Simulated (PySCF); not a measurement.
From one molecule to another.

First species: C₆H₇FO.
Structure used (GFN2-xTB), in Å, numbered top down from 1:
```
atom  x, y, z in Å
C1    -1.1286    2.7067    0.2862
C2    -0.9830    1.5175    0.2074
C3    -0.8875    0.1104    0.1172
C4    -2.1669   -0.6766    0.1253
C5     0.3181   -0.4624    0.0297
F6     0.4381   -1.8082   -0.0585
O7     1.4819    0.2072    0.0193
C8     2.6718   -0.5509   -0.0752
H9    -1.2316    3.7479    0.3541
H10   -2.7963   -0.3736   -0.7106
H11   -1.9644   -1.7414    0.0494
H12   -2.7176   -0.4835    1.0453
H13    3.4808    0.1754   -0.0643
H14    2.7041   -1.1266   -1.0046
H15    2.7769   -1.2338    0.7726
```

Second species: C6H9OP.
Structure used (GFN2-xTB), in Å, numbered top down from 1:
```
atom  x, y, z in Å
C1     2.1590   -0.4071   -0.2055
P2     0.9440    0.5287    0.8069
O3     1.5708    1.3048    1.8833
C4    -0.0274    1.4924   -0.3729
C5    -1.1163    0.9994   -0.9432
C6    -1.6355   -0.3890   -0.7320
C7    -1.3428   -0.9754    0.6142
C8    -0.2770   -0.6888    1.3463
H9     1.6800   -0.9778   -0.9947
H10    2.8572    0.3109   -0.6324
H11    2.7036   -1.0731    0.4616
H12    0.2920    2.5143   -0.5256
H13   -1.6987    1.6086   -1.6241
H14   -1.1992   -1.0428   -1.4978
H15   -2.7160   -0.3973   -0.8999
H16   -2.0770   -1.6860    0.9749
H17   -0.1238   -1.1094    2.3309
```

Levels: CAM-B3LYP/def2-SVPD for dipole moment, HOMO energy, LUMO energy, HOMO–LUMO gap, static isotropic polarisability and electronic spatial extent ⟨r²⟩ about the centre of nuclear charge; TDDFT CAM-B3LYP/def2-SVPD for lowest singlet excitation; TDA CAM-B3LYP/def2-SVPD for lowest triplet excitation (Tamm–Dancoff); GFN2-xTB for rotational constant A and rotational constant C. Geometries: GFN2-xTB. Each structure is a single optimised conformer of the isolated species, non-relativistic unless stated. Electronic properties by PySCF.

Dipoles, sizes and rotational constants follow the conformer. The torsions of the flexible species, by atom-mapped SMILES:
- `[CH:1]#[C:2]/[C:3]([CH3:4])=[C:5](/[F:6])[O:7][CH3:8]`: C3–C5–O7–C8 180°

Which has the higher T1 energy?

The second: 4.30 eV against 3.52 eV, a difference of 0.78 eV.

Which of the two has the higher HOMO energy, and by how much?

The first: -7.44 eV against -8.97 eV, a difference of 1.53 eV.

Which of the two has the higher dipole moment, and by how much?

The second: 5.50 D against 1.62 D, a difference of 3.88 D.

Which has the higher S1 energy?

The second: 5.94 eV against 5.61 eV, a difference of 0.33 eV.

Which of the two has the higher ⟨r²⟩, and by how much?

The first: 1080 bohr² against 1036 bohr², a difference of 44 bohr².

Which of the two has the higher LUMO energy, and by how much?

The first: 1.00 eV against 0.26 eV, a difference of 0.74 eV.

Which of the two has the higher rotational constant A, and by how much?

The first: 3.080 GHz against 2.881 GHz, a difference of 0.199 GHz.

Which has the higher static isotropic polarisability?

The second: 90.3 au against 80.1 au, a difference of 10.2 au.

On the first: The vertical singlet–triplet gap S1 − T1 is 2.09 eV (TDDFT singlet less Tamm–Dancoff triplet; S1: HOMO→LUMO+1, weight 0.66; T1: HOMO→LUMO, weight 0.94). In wavenumbers S1 is 45300 cm⁻¹ (1 eV = 8065.54 cm⁻¹).

On the second: The principal polarisabilities are 75.2, 84.1 and 111.5 au; their mean is the isotropic value.
